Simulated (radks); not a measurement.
The nitrogen anion N3-, [Ne], held by a Watson sphere: a shell of charge +3 at radius R that stands for the Madelung well of a crystal (potential energy -3/R inside, -3/r outside, in hartree with lengths in bohr). All-electron calculation, scalar-relativistic Kohn-Sham, PBE, spin-unpolarised, spherical densities, point nucleus. Program: a radial shooting solver on a logarithmic mesh with Libxc functionals. Response by self-consistent Sternheimer equations with the Hartree and adiabatic LDA kernel, the relativistic mass of each level held fixed and spin-orbit coupling left out. The sphere does not respond.

R (bohr),e(1s) (eV),e(2s) (eV),e(2p) (eV),<r> 2p (bohr),sum of <r^2> (bohr^2),X-ray form factor at sin(theta)/lambda = 0.1 1/angstrom,alpha (bohr^3)
1.73,-377.20,-19.947,-8.491,1.637,25.46,8.383,15.11
2.77,-378.66,-15.572,-5.289,2.065,39.95,7.726,49.51
2.9,-378.70,-15.236,-5.007,2.117,41.98,7.651,57.00
3.09,-378.74,-14.810,-4.635,2.194,45.06,7.544,69.72
3.19,-378.74,-14.615,-4.456,2.234,46.74,7.490,77.35
3.93,-378.72,-13.628,-3.450,2.531,60.51,7.122,158.0
